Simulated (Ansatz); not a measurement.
Molecule: sum formula SiHCl2, charge 0, multiplicity 2. It need not be the lowest isomer of its formula. 
Coordinates optimised at B3LYP-D3(BJ)/def2-TZVP (Ansatz, a quantum-chemistry and plane-wave program):
```xyz
4

Cl    -0.0444    -1.6964     0.3495
Si    -0.5203     0.0665    -0.6084
Cl     0.4756     1.6440     0.2700
H     -0.0476    -0.0405    -2.0131
```
Charge 0, spin multiplicity 2.

Basis-set convergence of Hartree-Fock and CCSD(T) correlation energies (hartree) with Ansatz. Cores are frozen in the correlated levels unless marked. UHF or UKS for open shells. Spin-orbit coupling is left out. Non-relativistic.

```json
[
 {"basis": "aug-cc-pV(D+d)Z", "functions": "105", "E(HF)": "-1208.59888", "E(corr, CCSD(T))": "-0.43003"},
 {"basis": "aug-cc-pV(T+d)Z", "functions": "188", "E(HF)": "?", "E(corr, CCSD(T))": "?"}
]
```

Question: What belongs in the gaps?

Answer: 
- aug-cc-pV(T+d)Z, E(HF): -1208.63972
- aug-cc-pV(T+d)Z, E(corr, CCSD(T)): -0.54880
